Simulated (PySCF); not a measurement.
B3LYP has the VWN-RPA correlation part, as in Gaussian. Excitations are Tamm–Dancoff values on a coarser integration grid. The basis has no diffuse functions, so Rydberg states are missing or too high.

**CH2Br2, SMILES `BrCBr` (charge 0, multiplicity 1)**

Calculation: B3LYP-D3(BJ)/def2-TZVP (PySCF).

```yaml
HOMO: -7.93 eV
dipole_moment: 1.52 D
LUMO: -1.39 eV
HOMO–LUMO gap: 6.54 eV
S1 excitation (TDA): 5.47 eV
S1 oscillator strength: 0.000
brightest of the four lowest singlets (TDA): 5.58 eV
T1 excitation (TDA): 4.81 eV
S1–T1 gap (TDA): 0.66 eV
total_energy: -5187.6957 Ha
cost: roughly 40 core-seconds
```

Bonds (Å): Br1–C2 1.944, C2–Br3 1.944, C2–H4 1.081, C2–H5 1.081. Bond angles (°): Br1–C2–Br3 113.9, Br1–C2–H4 107.6, Br1–C2–H5 107.6, Br3–C2–H4 107.6, Br3–C2–H5 107.6, H4–C2–H5 112.5.
